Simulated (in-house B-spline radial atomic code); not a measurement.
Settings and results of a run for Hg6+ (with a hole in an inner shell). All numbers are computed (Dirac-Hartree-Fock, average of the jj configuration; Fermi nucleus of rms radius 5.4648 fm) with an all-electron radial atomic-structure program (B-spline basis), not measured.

In the input, a minus or plus after the letter marks the j = l - 1/2 or j = l + 1/2 subshell.

Command:
```bash
python run_scf.py task.json out
```
Settings (nuclear radius in fm, mass in u):
```
Z                80
configuration    1s2 2s2 2p6 3s2 3p6 3d10 4s2 4p6 4d10 4f14 5s2 5p-2 5p+3 5d7
hamiltonian      dirac
method           hf
spin_polarised   False
nucleus          fermi
rms_radius       5.4648
atomic_mass      201.97064
speed_of_light   137.035999084
```

Output (hartree, bohr):
```
 radial grid: 67 intervals, B-splines of order 8, outer radius 21.6418 bohr

 iter        energy (Eh)    residual
    1      -19631.828811    9.17e-01
    2      -19636.582951    1.96e-01
    3      -19637.355829    5.34e-02
    4      -19637.390056    1.86e-02
    5      -19637.395264    4.03e-03
    6      -19637.395503    1.10e-03
    7      -19637.395517    1.69e-04
    8      -19637.395517    5.62e-06
    9      -19637.395517    8.58e-07
   10      -19637.395517    6.43e-08

 total energy                    -19637.39552
 kinetic                           22632.2419
 electron-nucleus                 -49290.2164
 electron-electron                  7020.5790

 first-order corrections (not in the total)
   Gaunt                            25.3452
   retardation                      -2.6870
   frequency dependence             -0.4961
   self-energy                      18.9957
   Uehling                          -3.9090
   Wichmann-Kroll                    0.1739
   recoil                            0.0321

 orbital      occ     eigenvalue          <r>       <r^2>       <1/r>     <1/r^2>       r_max    small
 1s1/2      2.000     -3077.6508    0.0165906 0.000380884     97.4981     23711.6     0.01023  9.25e-02
 2s1/2      2.000      -553.6491    0.0692165  0.00573506     24.0266     3383.69     0.05932  2.13e-02
 2p1/2      2.000      -530.2593    0.0569986  0.00406422     23.9391     1063.83     0.04368  2.13e-02
 2p3/2      4.000      -458.5539    0.0656308  0.00524627     19.4014     514.861     0.05113  1.89e-02
 3s1/2      2.000      -136.4834     0.179783   0.0371215     8.83014     775.694      0.1668  7.14e-03
 3p1/2      2.000      -126.0145     0.170392   0.0339047      8.7288     249.357      0.1558  7.07e-03
 3p3/2      4.000      -109.9134     0.186112   0.0402433     7.55023     122.817      0.1708  6.38e-03
 3d3/2      4.000       -92.8129      0.16224   0.0309118     7.42968     69.2541      0.1331  6.24e-03
 3d5/2      6.000       -89.3948     0.167034   0.0326376     7.16261     63.3012      0.1372  6.05e-03
 4s1/2      2.000       -33.9964     0.399017     0.17974     3.72027     196.313      0.3762  2.40e-03
 4p1/2      2.000       -29.4795     0.401421    0.183358     3.60953     62.2211      0.3747  2.31e-03
 4p3/2      4.000       -25.5317     0.434214     0.21432     3.21711     31.1215      0.4048  2.06e-03
 4d3/2      4.000       -18.1471     0.441506    0.225239      3.0143     16.4817      0.3977  1.86e-03
 4d5/2      6.000       -17.3996     0.452271    0.236101     2.92185     15.0532      0.4072  1.79e-03
 4f5/2      6.000        -7.8195     0.474267    0.269559     2.56481     8.14489      0.3655  1.43e-03
 4f7/2      8.000        -7.6559     0.480334    0.276367     2.52994     7.90811      0.3701  1.40e-03
 5s1/2      2.000        -8.2544     0.898829    0.903122      1.5165     39.8614      0.8295  6.10e-04
 5p1/2      2.000        -6.6920     0.957068     1.02849     1.40716     11.8208      0.8712  5.40e-04
 5p3/2      3.000        -5.9672      1.03363     1.19852     1.27824     6.06379      0.9414  4.74e-04
 5d3/2      2.800        -3.6740       1.2338     1.72713     1.05039     2.59457       1.081  3.34e-04
 5d5/2      4.200        -3.5484      1.27027     1.82968     1.01509     2.34154       1.112  3.15e-04
```

Cost of the run: 1.2 s on 1 thread of Arm Neoverse V2, with other jobs on the host.

For the Dirac Hamiltonian the kinetic term is c α·p + (β - 1)c².
